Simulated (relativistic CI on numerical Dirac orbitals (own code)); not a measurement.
**Slater and spin-orbit integrals, Ru¹¹⁺**

Method of calculation: Dirac-Coulomb-Breit CI, separate exchange-only KLI orbitals for each configuration, model QED, unscaled Slater integrals (own radial code, finite nucleus).

Slater integrals F^k, G^k are unscaled and averaged over j, outside the closed core [Ar] 3d10; ζ comes from projecting the Hamiltonian with its Breit term on Σ l·s of the shell.

- 4s²4p³: F^2(4p,4p) = 106490, ζ(4p) = 24165 cm⁻¹; <r>(4p) = 0.9826, <r^2>(4p) = 1.089 (bohr units).
- 4s4p⁴: F^2(4p,4p) = 106480, G^1(4s,4p) = 140840, ζ(4p) = 24100 cm⁻¹; <r>(4s) = 0.9306, <r^2>(4s) = 0.9717, <r>(4p) = 0.9825, <r^2>(4p) = 1.089 (bohr units).
- 4p⁵: ζ(4p) = 24043 cm⁻¹; <r>(4p) = 0.9835, <r^2>(4p) = 1.091 (bohr units).

Averages of the first 10 configurations, taken without configuration mixing, which lowers the lowest level and can move excited configurations by several eV; other configurations of the list can lie among them:

| Configuration | Parity | States | Average energy above the lowest level (eV) |
| --- | --- | --- | --- |
| 4s²4p³ | odd | 20 | 8.6 |
| 4s4p⁴ | even | 30 | 45.5 |
| 4p⁵ | odd | 6 | 87.2 |
| 4s²4p²4d | even | 150 | 63.1 |
| 4s4p³4d | odd | 400 | 98.1 |
| 4s²4p²4f | odd | 210 | 117.1 |
| 4s4p³4f | even | 560 | 152.2 |
| 4p⁴4d | even | 150 | 137.8 |
| 4s²4p²5s | even | 30 | 111.3 |
| 4s4p²4d² | even | 1350 | 152.1 |
